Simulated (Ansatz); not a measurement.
Process, species as SMILES: C[N](C)[GeH3] [N-germyl-N-methylmethanamine] → [CH2][N](C)[GeH3] + H atom (the C-H bond at the site shown breaks; other sites are not compared here)
Geometries: B3LYP-D3(BJ)/def2-TZVP minima from Ansatz (a first-principles code), one conformer each, not searched for the lowest.

Wanted: bond dissociation energy (electronic energy difference), in kJ/mol. Correlated levels leave the core frozen unless marked. Open shells are spin-unrestricted. Spin-orbit coupling is left out. The frozen core is the preceding noble-gas configuration, with the filled d and f shells of earlier blocks. No relativistic terms. CBS(X,Y): correlation extrapolated as X^-3; Hartree-Fock from the larger set.

| level | program | bond dissociation energy (kJ/mol) | minus last row |
|---|---|---|---|
| revPBE/def2-TZVPD | Ansatz | 379.9 | -30.8 |
| HSE06-D4/def2-TZVPD | Ansatz + dftd4 | 392.5 | -18.2 |
| MP2/aug-cc-pVTZ | Ansatz | 406.0 | -4.7 |
| RI-MP2/aug-cc-pVTZ | Ansatz | 406.0 | -4.7 |
| SCS-MP2/aug-cc-pVDZ | Ansatz | 401.6 | -9.1 |
| CCSD(T)/6-31G* | Ansatz | 388.1 | -22.6 |
| CCSD(T)/CBS(cc-pVTZ,cc-pVQZ) | Ansatz | 410.7 | 0.0 |
